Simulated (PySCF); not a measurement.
C7H10NP.
Numbering: `[CH3:1][CH2:2]/[CH:3]=[P:4]\[n:5]1[cH:6][cH:7][cH:8][cH:9]1` (hydrogens: H10, H11, H12 on C1; H13, H14 on C2; H15 on C3; H16 on C6; H17 on C7; H18 on C8; H19 on C9)

Cartesian coordinates in Å at the PBE0-D3(BJ)/def2-SVP level; atoms count from 1:
```
atom  x, y, z in Å
C1     2.8367    0.9380    0.3468
C2     1.5920    0.0708    0.5124
C3     1.1404   -0.5161   -0.7841
P4    -0.3310   -0.5923   -1.5627
N5    -1.4711    0.0848   -0.4168
C6    -2.4729    0.9594   -0.7850
C7    -3.2628    1.2092    0.3114
C8    -2.7391    0.4410    1.3910
C9    -1.6447   -0.2407    0.9146
H10    3.6839    0.3574   -0.0502
H11    3.1452    1.3658    1.3124
H12    2.6461    1.7707   -0.3470
H13    0.7767    0.6517    0.9695
H14    1.8165   -0.7521    1.2173
H15    1.9313   -0.9869   -1.3890
H16   -2.5297    1.3407   -1.8031
H17   -4.1262    1.8716    0.3372
H18   -3.1310    0.3858    2.4052
H19   -0.9889   -0.9583    1.4020
```

Computed with PySCF at PBE0/pcSseg-1 and B3LYP/def2-SVPD, non-relativistic, on one gas-phase PBE0-D3(BJ)/def2-SVP geometry that isn't relaxed in the solvent. The solvent is an IEF-PCM continuum (cavity from Bondi-type radii × 1.2). The model holds no explicit solvent molecules, cavitation or dispersion.

Gas phase at PBE0/pcSseg-1: HOMO -6.25 eV, LUMO -1.62 eV, dipole 1.99 D.

Problem. What does the continuum do to the energy, the frontier levels and the dipole at PBE0/pcSseg-1 in acetone and acetonitrile?

Solution. 
| solvent | ε | E(solvent) − E(gas) (kcal/mol) | polarisation term (kcal/mol) | distortion of the solute (kcal/mol) | HOMO (eV) | LUMO (eV) | dipole (D) |
| --- | --- | --- | --- | --- | --- | --- | --- |
| acetone | 20.49 | -4.18 | -4.76 | 0.58 | -6.38 | -1.54 | 2.81 |
| acetonitrile | 35.69 | -4.34 | -4.98 | 0.64 | -6.39 | -1.54 | 2.84 |

Polarisation term: ½ Σ q·V over the induced surface charges. Distortion: the rise of the solute's own energy as its density leaves the gas-phase optimum. From acetone to acetonitrile the lowering changes by a factor 1.04, Onsager's factor (ε − 1)/(2ε + 1) by 1.03 and ε itself by 1.7.

Problem. Which radius a makes the point-dipole formula ΔE = −[(ε − 1)/(2ε + 1)]·μ²/a³ give the value in acetonitrile, with the gas-phase dipole?

Solution. μ = 0.782 au and |ΔE| = 0.00692 Eh give a = 1.85 Å; the farthest nucleus lies 4.23 Å from the centroid of the nuclei, so such a sphere wouldn't even hold the nuclei. The formula assumes a rigid point dipole at the centre of a sphere.

Problem. Give the dipole vector in the frame of the coordinates (D, pointing from negative to positive charge), gas and acetonitrile.

Solution. Gas (1.94, -0.01, 0.46), solvent (2.78, -0.20, 0.56). Its length changes by +43 % and its direction by 4°.

Problem. Which Mulliken charges (PBE0/pcSseg-1) respond most in acetone (means over atoms taken as equivalent)?

Solution. 
```
  atoms                          environment  gas (e)  solvent (e)  change
     P4         phosphorus bonded to C and N   +0.507       +0.474  -0.033
  C7/C8                   aromatic CH carbon   -0.172       -0.202  -0.030
    H15                   hydrogen on carbon   +0.158       +0.179  +0.021
H16/H19                    aromatic hydrogen   +0.112       +0.130  +0.018
H17/H18                    aromatic hydrogen   +0.089       +0.102  +0.013
  C6/C9  aromatic CH next to a ring nitrogen   +0.146       +0.134  -0.012
```

Problem. Which Mayer bond orders change most in acetone?

Solution. 
```csv
bond,length (Å),gas,solvent,change
P4–N5,1.753,0.835,0.825,-0.010
C7–C8,1.425,1.327,1.318,-0.009
C9–N5,1.382,1.078,1.085,+0.007
N5–C6,1.380,1.097,1.103,+0.006
C6–C7,1.374,1.544,1.538,-0.006
C2–H14,1.106,0.930,0.924,-0.006
C3–H15,1.101,0.930,0.924,-0.006
C8–C9,1.375,1.542,1.537,-0.005
```

Gas phase at B3LYP/def2-SVPD: HOMO -6.06 eV, LUMO -1.78 eV, dipole 1.88 D.

Problem. What does the continuum do to the energy, the frontier levels and the dipole at B3LYP/def2-SVPD in acetone?

Solution. 
```csv
solvent,ε,E(solvent) − E(gas) (kcal/mol),polarisation term (kcal/mol),distortion of the solute (kcal/mol),HOMO (eV),LUMO (eV),dipole (D)
acetone,20.49,-3.56,-4.14,0.58,-6.14,-1.67,2.70
```

Problem. How does the static polarisability (B3LYP/def2-SVPD, frozen core, with the continuum's full static response) change?

Solution. 
```json
{"medium": "gas", "isotropic (au)": "118.7", "principal values (au)": "88.8, 113.5, 153.7", "⟨r²⟩ of the electrons (bohr²)": "1640.4"}
{"medium": "acetone", "isotropic (au)": "166.6", "principal values (au)": "127.0, 165.2, 207.7", "⟨r²⟩ of the electrons (bohr²)": "1639.9"}
```

The isotropic value in acetone is 1.40 times the gas-phase one; no cavity-field correction is applied. ⟨r²⟩ is taken about the centre of nuclear charge.
